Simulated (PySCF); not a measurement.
**Molecular orbitals of BTe⁻**

TPSSh at R = 2.082 Å; B aug-cc-pVDZ, Te aug-cc-pVDZ-PP with ECP28; scalar-relativistic core potentials (PySCF 2.14). State: ¹Σ⁺ (singlet), closed shell. Only the outer orbitals are listed, counted within each symmetry, core potentials removing the inner ones.

| orbital | occ. | ε (eV) | on B (%) | main shells (%) |
| --- | --- | --- | --- | --- |
| 5σ | 2 | -10.86 | 27 | 73 Te s, 18 B s, 8 B p |
| 6σ | 2 | -4.71 | 56 | 57 B s, 29 Te p, 14 Te s |
| 3π | 2 | -1.14 | 17 | 83 Te p, 16 B p |
| 3π | 2 | -1.14 | 17 | 83 Te p, 16 B p |
| 7σ | 2 | -0.24 | 78 | 39 B s, 39 B p, 22 Te p |
| 4π | 0 | 3.13 | 86 | 88 B p, 9 Te p |
| 4π | 0 | 3.13 | 86 | 88 B p, 9 Te p |

Problem. Which are the highest filled and the lowest empty level, where do they sit, and how wide is the gap?

Solution. Highest filled 7σ at -0.24 eV (in %: 39 B s, 39 B p, 22 Te p); lowest empty 4π at 3.13 eV (in %: 88 B p, 9 Te p); the gap at TPSSh is 3.37 eV. An empty level above zero is unbound, and its energy depends on the basis.

```
bond order (Mayer)                                                                                                 : 1.56
⟨S²⟩                                                                                                               : 0.000
charge on B (Mulliken, basis-dependent)                                                                            : -0.90
charge on B (Löwdin, basis-dependent)                                                                              : -0.85
dipole moment (positive dipole points towards Te; it is taken about the centre of mass and depends on that origin) : 4.80 D
```

Spin–orbit coupling is left out.
